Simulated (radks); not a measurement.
Task: All-electron atom: Ca+ in [Ne] 3s1 3p6 4s1 5s1 (not the ground configuration). Method: Dirac Kohn-Sham, BLYP, spin-unpolarised, spherical densities, point nucleus; computed with a radial shooting solver on a logarithmic mesh with Libxc functionals.

Spin-orbit splittings of the eigenvalues, e(l+1/2) - e(l-1/2), with zeta = 2 splitting/(2l+1) and mean radii in bohr:

shell  occ.  splitting (eV)  zeta (eV)  <r> j=l-1/2  <r> j=l+1/2
2p        6               ?          ?       0.3258       0.3283
3p        6          0.4261     0.2841        1.209        1.216

Estimate the 2p splitting.

Result: 3.698 eV (zeta = 2.466 eV).
